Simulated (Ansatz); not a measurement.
Gas-phase electronic energies from Ansatz, PBE0-D4/def2-TZVP geometries. CBS: MP2 limit from def2 TZ/QZ plus the TZ coupled-cluster correction, frozen cores. Functionals use def2-TZVPP. Elements past krypton have def2 core potentials. For W outer-core shells are correlated without core-valence functions, which leaves a few kJ/mol of doubt a bond. One conformer a species, not always the lowest.

Consider the redistribution: `[OH][W]([OH])([OH])([OH])([F])[Cl]` + `O[Si](O)(Cl)Cl` → `[OH][W]([OH])([OH])([OH])([OH])[F]` + `O[Si](Cl)(Cl)Cl`.

```csv
level,ΔE (kJ/mol)
r2SCAN,38.5
BHLYP,41.7
CCSD(T)/def2-TZVPP,37.6
HF/CBS(def2),46.0
```

Task: What does CCSD(T)/CBS give? (Best estimate.)

Result: Ansatz gave: +39.3 kJ/mol. The listed levels differ from it by -0.8, 2.4, -1.7, 6.7 kJ/mol.

Largest T1 diagnostic among the species: 0.022, so the coupled-cluster value is less sure than usual.

From BLYP to BHLYP (50 % exact exchange), in def2-TZVPP and without D4, ΔE moves by +4.9 kJ/mol. Leaving LDA and LC-ωPBE aside and taking each functional with its dispersion term where it has one, the values, not all of them listed here, spread over 7.5 kJ/mol, from revPBE-D4 to BHLYP-D4. At CCSD(T), def2-SVP lies −16.2 kJ/mol from the extrapolated value and def2-TZVPP −1.6 kJ/mol.
